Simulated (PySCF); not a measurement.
# How methods differ on the excitation energy of In²⁺

In²⁺ [Kr] 4d10 5s1 (2S) → In²⁺ [Kr] 4d10 5d1 (2D), as a difference of total energies. Calculation: PySCF 2.14, in aug-cc-pwCVDZ-PP with ECP28MDF (6s5p4d1f, 48 functions); scalar relativity through the core potential. Correlated levels: valence and next inner shell: nothing frozen outside the core potential. The calculations carry no spin-orbit coupling.

```
                                method  excitation energy (eV)
                                   UHF                  14.900
                                   LDA                  16.348
                                   PBE                  15.794
                                  PBE0                  15.661
                                r2SCAN                  15.791
                                  BLYP                  15.885
                                  TPSS                  15.600
                               r2SCAN0                  15.728
    MP2 (valence and next inner shell)                  16.007
SCS-MP2 (valence and next inner shell)                  15.817
```

Problem. How much does correlation contribute at MP2 (valence and next inner shell)?

Solution. 16.007 − (14.900) = 1.107 eV, measured against UHF.

The promoted electron is Rydberg-like, and one or two diffuse shells describe it only roughly, which tends to raise the upper state.
